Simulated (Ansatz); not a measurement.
The same path of CH5Ga + FH (9 atoms, charge 0, multiplicity 1) was run 3 times with different band settings. Lost on the way: Ga1–H2, F8–H9. Made: Ga1–F8, H2–H9.

Level of theory: Ansatz 0.2.0, RKS PBE0-D4/def2-SVP.

Relaxed end points:

```xyz
9
Properties=species:S:1:pos:R:3
Ga 0.010 0.068 -0.020
H -0.037 0.301 1.575
H 1.428 0.131 -0.687
C -1.704 0.042 -0.979
H -2.215 -0.915 -0.784
H -2.364 0.845 -0.616
H -1.581 0.150 -2.066
F 0.075 -2.057 0.927
H 0.054 -1.478 1.669
```

```xyz
9
Properties=species:S:1:pos:R:3
Ga 0.128 -0.531 -0.432
H -0.277 0.135 2.014
H 1.479 0.254 -0.487
C -1.688 -0.058 -0.966
H -2.398 -0.828 -0.631
H -1.982 0.915 -0.543
H -1.751 0.024 -2.063
F 0.324 -2.202 0.121
H -0.167 -0.621 2.009
```

Common settings: optimiser quadratic models (default); start path through a guess of the saddle point; force threshold 0.03 eV/Å; iteration limit 60; end points relaxed.

| run | movable images | climbing image | spring |
| --- | --- | --- | --- |
| 1 | 7 | yes | 5.0 eV/Å² |
| 2 | 4 | no | 5.0 eV/Å² |
| 3 | 7 | yes | 2.0 to 10.0 eV/Å², energy-weighted |

(1) What does each run give, and how far can it be trusted?

Results:

(1) Run 1: converged after 15 iterations, highest image 0.262 eV above the first end. A vibrational analysis at the climbing image gives 2 clearly imaginary modes (904i, 55i cm⁻¹): a point of higher order, so a lower path passes nearby.
Run 2: converged after 10 iterations, highest image 0.256 eV above the first end. No image climbed, so the highest image needn't sit at the top of the path.
Run 3: converged after 8 iterations, highest image 0.257 eV above the first end. The order of the stationary point at the top wasn't checked.
The orbitals stay closed-shell, which can raise the energy where a bond breaks towards radicals; this wasn't checked here.
